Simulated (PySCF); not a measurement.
C5H11PSi.
SMILES with atom numbers: `[CH3:1][Si:2]([CH3:3])([CH3:4])[CH2:5][C:6]#[P:7]` (hydrogens: H8, H9, H10 on C1; H11, H12, H13 on C3; H14, H15, H16 on C4; H17, H18 on C5)

Geometry (GFN2-xTB, Å), atoms numbered from 1 in this order:
```xyz
18
C5H11PSi angstrom
C     -0.5075    0.0727    1.8400
Si    -0.2635   -0.0472   -0.0450
C     -0.3428    1.6750   -0.8541
C     -1.5379   -1.2301   -0.8268
C      1.4945   -0.7895   -0.3779
C      2.5167    0.0408    0.1779
P      3.5772    0.9898    0.8031
H     -0.4350   -0.9017    2.3148
H     -1.4794    0.4870    2.0899
H      0.2487    0.7114    2.2874
H     -0.1792    1.6205   -1.9266
H      0.4178    2.3312   -0.4408
H     -1.3079    2.1460   -0.6935
H     -1.4773   -2.2254   -0.3968
H     -1.3916   -1.3253   -1.8985
H     -2.5481   -0.8671   -0.6667
H      1.6500   -0.8912   -1.4551
H      1.5566   -1.7905    0.0570
```

The calculation used PySCF, TDDFT CAM-B3LYP/def2-SVPD, vertical, gas phase, core orbitals frozen in the response.

Ground-to-excited transition dipoles (e·a0, same axes as the geometry; the sign carries no meaning), for the states with f of 0.002 or more among the lowest 8:

```tsv
state	E (eV)	μx	μy	μz
S2	4.522	0.282	0.065	0.056
S4	6.591	0.278	-0.096	-0.041
S5	6.968	-0.127	-0.233	0.235
S6	6.992	1.778	1.074	0.768
S7	7.338	0.024	0.199	-0.329
S8	7.459	-0.157	-0.023	-0.021
```

What oscillator strength does each state have?

f = (2/3) ΔE |μ|² with ΔE in hartree (27.2114 eV).

```
state  |μ|² (au)  |μ| (D)      f
   S2      0.087     0.75  0.010
   S4      0.088     0.75  0.014
   S5      0.126     0.90  0.021
   S6      4.906     5.63  0.840
   S7      0.149     0.98  0.027
   S8      0.026     0.41  0.005
```

What angle do the transition dipoles of S4 and S7 make?

|cos θ| = |μa·μb| / (|μa| |μb|) = 0.01, so θ ≈ 90° (taken between 0 and 90°, since the signs are arbitrary).

How is the summed strength of these states shared among x, y and z?

(2/3) Σ ΔE μα² gives 0.570 for x, 0.216 for y and 0.131 for z, 0.917 in all.

What peak molar absorption coefficient would the strongest computed level give as a lone Gaussian band 0.3 eV wide at half height?

ε(max) = 2.175×10⁸ f / FWHM, with the width in cm⁻¹. S6: 2.175×10⁸ × 0.8404 / 2420 ≈ 76000 L mol⁻¹ cm⁻¹.
